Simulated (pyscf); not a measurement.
O=AsH + AsH₃ → O=AsH + AsH₃ (four-centre exchange; singlet surface; As–H, As–H broken, As–H, As–H formed). Optimised with ωB97X-D3(BJ)/def2-SVP in PySCF. MP2 and CC: frozen core, UHF for open shells. ΔMP2 is the change of the MP2 total energy from the triple- to the quadruple-zeta basis. Energies in kcal/mol from the separated reactants.

```csv
level,barrier,reaction energy
ωB97X-D3(BJ)/def2-TZVP,20.7,0.0
PBE/def2-TZVP,12.4,0.0
B3LYP-D3(BJ)/def2-TZVP,18.6,0.0
M06-2X/def2-TZVP,19.8,0.0
ωB97M-D3(BJ)/def2-TZVP,24.5,0.0
CCSD/def2-TZVPP,27.7,0.0
CCSD(T)/def2-TZVPP + ΔMP2(QZVPP),?,0.0
```

Fill in the missing entries.


- CCSD(T)/def2-TZVPP + ΔMP2(QZVPP), barrier: 23.4

O=AsH lies 7.5 kcal/mol over its isomer HO–As: [triplet] (electronic energy, ωB97M-D3(BJ)/def2-TZVP). This is the saddle that the search found; another between the same sides may lie lower. The CCSD(T) − MP2 part came from Ansatz, without density fitting, on the same reference. The frozen core leaves the outer d or s,p core shells of the metals and heavy elements correlated in the MP2 and CC values, and def2-TZVPP describes them poorly, which can shift differences by a few kcal/mol. Elements up to Kr have no core potential and no relativistic terms here.
